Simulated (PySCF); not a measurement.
SMILES [Si]([Si](Cl)(Cl)Cl)(Cl)Cl, doublet, B3LYP/def2-SVP optimised geometry.

```
7

Cl     1.83     0.93    -1.75
Si     1.18     0.01     0.00
Cl     1.83    -1.97     0.03
Si    -1.19     0.01     0.00
Cl    -2.00    -0.97    -1.63
Cl    -1.84    -0.92     1.73
Cl    -1.83     1.97     0.00
```

Density from unrestricted B3LYP/def2-TZVP (PySCF) at that geometry.

Minimum of the electron density along straight lines between bonded atoms, close to the bond critical point (lines longer than 1.1 times the sum of covalent radii, or with two minima, are not listed):

| bond | length / Å | ρ at the minimum / e bohr⁻³ | ∇²ρ there / e bohr⁻⁵ | position (fraction from the first atom) |
|---|---|---|---|---|
| Cl1–Si2 | 2.083 | 0.096 | 0.17 | 0.64 |
| Si2–Cl3 | 2.083 | 0.096 | 0.17 | 0.37 |
| Si2–Si4 | 2.375 | 0.092 | ? | 0.48 |
| Si4–Cl5 | 2.066 | 0.101 | 0.17 | 0.37 |
| Si4–Cl6 | 2.066 | 0.101 | 0.18 | 0.36 |
| Si4–Cl7 | 2.066 | 0.101 | 0.18 | 0.36 |

Q: What belongs in the gaps?

A: 
- Si2–Si4, ∇²ρ there / e bohr⁻⁵: -0.15
